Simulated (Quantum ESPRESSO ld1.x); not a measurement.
Question: The table gives one normalised radial function P(r) = r R(r) (large component) of C2+ in 1s1.5 2s2 3d0.5 (r in bohr). Calculated with ld1.x of Quantum ESPRESSO 7.5: Dirac Kohn-Sham, LDA (Slater exchange, Perdew-Wang correlation), spin-unpolarised, spherical densities, point nucleus; open shells fill j = l - 1/2 first.

r         P
0.0118   0.0014
0.0133   0.0018
0.01488  0.0022
0.01664  0.0028
0.01877  0.0035
0.02099  0.0044
0.02348  0.0054
0.02647  0.0068
0.02961  0.0084
0.03338  0.0106
0.03734  0.0131
0.04176  0.0162
0.04709  0.0203
0.05267  0.0250
0.05891  0.0307
0.06642  0.0381
0.07429  0.0466
0.08376  0.0577
0.09369  0.0702
0.1048   0.0850
0.1182   0.1041
0.1322   0.1252
0.149    0.1519
0.1667   0.1811
0.1864   0.2146
0.2102   0.2559
0.2351   0.2996
0.263    0.3482
0.2965   0.4057
0.3316   0.4637
0.3739   0.5296
0.4182   0.5931
0.4678   0.6570
0.5274   0.7231
0.5899   0.7800
0.6598   0.8291
0.744    0.8692
0.8321   0.8912
0.9382   0.8949
1.049    0.8772
1.174    0.8384
1.323    0.7741
1.48     0.6956
1.669    0.5969
1.867    0.4974
2.088    0.3973
2.354    0.2965
2.633    0.2140
2.945    0.1459
3.321    0.0902
3.714    0.0535
4.188    0.0280
4.684    0.0139
5.24     0.0063
5.908    0.0023
6.608    0.0008
7.391    0.0002
8.333    0.0001
9.321    0.0000
10.51    0.0000
11.75    0.0000

Which n and l does it have? It may be an empty orbital.

Answer: n = 2, l = 1: the number of nodes gives n - l - 1 = 0, the rise at small r points to l (this Dirac orbital starts as r^gamma with gamma = sqrt((l + 1)^2 - (Z/c)^2) = 2.00; the j = 3/2 orbital of l + 1 starts with the same power, but with a smaller coefficient, and then steepens), and the extent must fit the shell. The curve is that of 2p3/2; the two j differ most near the nucleus, where j = l - 1/2 has the larger amplitude, and in heavy atoms j = l - 1/2 is also the more compact. 2p3/2 (empty): eigenvalue -39.539 eV, 0 radial nodes, <r> = 1.17 bohr, 90 % of the charge inside 1.92 bohr.
